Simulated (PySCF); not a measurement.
C4H3F3.
SMILES: `C#C[C@H](F)C(F)F`

Torsions of this conformer, `[CH:1]#[C:2][C@H:3]([F:4])[CH:5]([F:6])[F:7]`: C2–C3–C5–F6 -176°.

The closed-shell ground state was solved at several levels (PySCF, density fitting, gas phase, non-relativistic). One conformer (not necessarily the lowest) at the PBE0-D3(BJ)/def2-SVP geometry, without solvent, vibrations or thermal averaging.

```tsv
level	basis functions	total energy (Eh)	HOMO (eV)	LUMO (eV)	gap (eV)	dipole (D)
CAM-B3LYP/def2-SVPD	173	-453.2091	-10.04	0.69	10.73	1.99
PBE/pcSseg-2	294	-453.3893	-7.28	-1.42	5.86	1.71
CAM-B3LYP/pcSseg-2	294	-453.7195	-9.99	0.73	10.72	1.93
BHandHLYP/pcSseg-2	294	-453.6556	-9.73	0.72	10.45	2.01
PBE0/aug-cc-pVDZ	188	-453.2626	-8.55	-0.44	8.11	1.82
PBE0/6-311+G(2d,p)	207	-453.3478	-8.58	-0.46	8.12	1.86
PBE0/cc-pVDZ	113	-453.2243	-8.33	0.07	8.40	1.67
```

What might wB97X-D/pcSseg-2 (294 basis functions) give for the same quantities?

Total energy -453.7225 Eh, HOMO -10.45 eV, LUMO 1.49 eV, gap 11.94 eV, dipole 1.85 D.

Over all these levels, which gives the widest orbital gap and which the narrowest?

wB97X-D/pcSseg-2 (range-separated hybrid) has the widest, 11.94 eV, and PBE/pcSseg-2 (GGA) the narrowest, 5.86 eV. The two share the basis. From the narrowest to the widest the HOMO moves by -3.17 eV and the LUMO by +2.91 eV.

How much does the basis alone move the frontier levels among the 3 PBE0 rows?

The HOMO by 0.25 eV and the LUMO by 0.53 eV. By rising basis size (HOMO, LUMO in eV): cc-pVDZ -8.33, 0.07; aug-cc-pVDZ -8.55, -0.44; 6-311+G(2d,p) -8.58, -0.46.

How far do the dipole and the HOMO energy spread over the levels?

The dipole runs from 1.67 to 2.01 D (mean 1.86 D) and the HOMO from -10.45 to -7.28 eV.

The pairwise dispersion term of wB97X-D wasn't added to the energies; at a given geometry it leaves orbitals and properties as they are.
